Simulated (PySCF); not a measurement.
**Ca⁺ (calcium, charge +1) across methods**

[Ar] 4s1, 2S determinant. Computed with PySCF 2.14 in x2c-QZVPPall with one added diffuse shell each of s, p, d, f type (12s8p5d4f, 89 functions), with scalar relativity by spin-free X2C-1e.

```
method  E (hartree)  mean ε 3p α (eV)  mean ε 3p β (eV)  mean ε 4s α (eV)  Σ⟨r²⟩ (bohr²)   ⟨S²⟩
   PBE     -680.021           -34.946           -34.793            -9.332          30.06  0.750
   UHF   -679.44762           -43.072           -42.952           -11.380          31.06  0.750
 wB97X     -680.242           -39.833           -39.783           -11.446          30.32  0.750
  BLYP     -680.260           -34.724           -34.618            -9.269          29.85  0.750
   LDA     -678.372           -34.973           -34.842            -9.495          29.78  0.750
  PBE0     -680.063           -37.271           -37.127            -9.946          30.17  0.750
r2SCAN     -680.199           -35.702           -35.599            -9.435          30.20  0.750
M06-2X     -680.257           -39.289           -39.271           -10.857          29.88  0.750
  PW91     -680.245           -35.021           -34.869            -9.387          30.02  0.750
```
